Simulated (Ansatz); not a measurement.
Computed with Ansatz on PBE0-D4/def2-TZVP structures; ΔE is electronic, products minus reactants. CCSD(T)/CBS is the MP2 limit (def2-TZVPP, def2-QZVPP) plus CCSD(T) − MP2 in def2-TZVPP, frozen cores. This one scheme is used for every species. Functionals use def2-TZVPP. Each species was taken in one conformer, which may not be the lowest.

`[NH2][AlH][AlH2]` + `NB(O)F` → `OB(F)[NH][AlH2]` + `[NH2][AlH2]`  (cleavage of the Al–Al bond)

```
           species  r2SCAN0-D4 energy (Eh)
`[NH2][AlH][AlH2]`              -542.55515
          `NB(O)F`              -256.59729
 `OB(F)[NH][AlH2]`              -499.62464
     `[NH2][AlH2]`              -299.56746
```

(1) Work out ΔE.

Largest T1 diagnostic among the species: 0.012.

## Answers

(1) ΔE = (-499.62464) + (-299.56746) − (-542.55515) − (-256.59729) = -0.03966 Eh = -104.1 kJ/mol. CCSD(T)/CBS gives -103.7 kJ/mol.

From BLYP to BHLYP (50 % exact exchange), in def2-TZVPP and without D4, ΔE moves by −6.7 kJ/mol. At CCSD(T), def2-SVP lies −10.4 kJ/mol from the extrapolated value and def2-TZVPP −0.5 kJ/mol.
